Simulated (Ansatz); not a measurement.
C$_{2}$H$_{5}$AlFGa (`F/[C]([GaH2])=[CH]/[AlH2]`). Charge 0, multiplicity 1.

```xyz
10

F    -2.145   -0.888   -1.438
C    -1.086   -0.467   -0.710
Ga   -0.444   -1.378    0.862
C    -0.382    0.625   -1.018
Al    1.136    1.069    0.182
H     0.824   -0.435    1.315
H    -0.722   -2.613    1.756
H    -0.692    1.188   -1.902
H     0.912    2.216    1.260
H     2.599    0.684   -0.307
```

**Question.** List the harmonic frequencies (cm⁻¹, unscaled) at PBE0-D4/def2-TZVP in Ansatz. (Estimate.)

**Answer.** Computed: 120, 201, 205, 280, 319, 325, 467, 487, 510, 523, 620, 630, 726, 765, 900, 1044, 1083, 1208, 1587, 1723, 1904, 1905, 2042, 3112.

**Question.** Is this a minimum?

**Answer.** Yes, all 24 modes are real.

**Question.** Give the ideal-gas thermochemistry at 298.15 K and 1 bar (rigid rotor, harmonic oscillator; point group Cs, symmetry number 1).

**Answer.** Zero-point energy 135.7 kJ/mol; H(298) − E = 157.6 kJ/mol; entropy 354.8 J/(mol·K), of which translation 170.9, rotation 117.8, vibration 66.1; G(298) − E = 51.8 kJ/mol.

**Question.** And at 400, 500, 600, 800 and 1000 K?

**Answer.** 
| T (K) | H − E (kJ/mol) | S (J/mol/K) | G − E (kJ/mol) |
| --- | --- | --- | --- |
| 400 | 170.9 | 392.9 | 13.7 |
| 500 | 185.7 | 425.9 | -27.3 |
| 600 | 201.9 | 455.5 | -71.4 |
| 800 | 237.6 | 506.7 | -167.7 |
| 1000 | 276.2 | 549.7 | -273.5 |
